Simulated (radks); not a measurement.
All-electron atom: Nb3+ in [Kr] 4d2.

Method: scalar-relativistic Kohn-Sham, PBE, spin-polarised, spherical densities, finite nucleus; open shells are filled with parallel spins first (spin-orbit coupling, left out, can overturn this in heavy ions); Fermi nuclear charge, rms radius 4.324 fm; computed with a radial shooting solver on a logarithmic mesh with Libxc functionals.

Energy parts (eV):
| part | energy |
|---|---|
| total | -103891.076 |
| kinetic | 106969.879 |
| electron-nucleus | -249117.917 |
| Hartree | 41463.249 |
| exchange-correlation | -3206.288 |

Orbitals (lengths in bohr, moments of r in powers of bohr; <r^-3> diverges for s and p1/2; r(90%) holds 90 % of the orbital's charge):
orbital  occ.  eigenvalue (eV)      <r^4>      <r>  r(90%)  <r^-3>
1s down     1        -18839.31  7.988e-06  0.03609  0.0646       -
1s up       1        -18839.30  7.988e-06  0.03609  0.0646       -
2s up       1        -2662.396   0.001493   0.1581   0.244       -
2s down     1        -2662.163   0.001493   0.1580   0.244       -
2p up       3        -2380.643   0.001071   0.1377   0.224    2346
2p down     3        -2380.472   0.001071   0.1377   0.224    2346
3s up       1        -470.3102    0.07868   0.4431   0.655       -
3s down     1        -470.1893    0.07863   0.4432   0.655       -
3p up       3        -378.2157    0.08772   0.4457   0.674   384.1
3p down     3        -378.0798    0.08762   0.4457   0.674   384.0
3d up       5        -227.7293     0.1001   0.4329   0.694   50.54
3d down     5        -227.5142    0.09973   0.4328   0.694   50.53
4s up       1         -89.5378      3.347    1.149    1.67       -
4s down     1         -88.1351      3.294    1.144    1.66       -
4p up       3         -65.3080      5.348    1.275    1.88   53.98
4p down     3         -63.7324      5.285    1.269    1.87   54.93
4d up       2         -31.3418      20.11    1.708    2.63   4.177
4d down     0         -29.6016      20.59    1.713    2.65   4.210
5s up       0         -26.0157      108.0    2.789    3.98       -
5s down     0         -24.6551      108.9    2.794    3.98       -
5p up       0         -20.2576      193.1    3.223    4.60   9.049

The highest occupied level is 4d up at -31.342 eV. The electron density at the nucleus is 8.407e+04 e/bohr^3 (large components only). For comparison, the ionisation energy in NIST's Atomic Spectra Database is 37.61 eV (measured). In exact Kohn-Sham theory the highest level is minus the ionisation energy, but local and semilocal functionals leave it too shallow, through self-interaction and a potential that decays too fast; potentials with the right tail come closer.
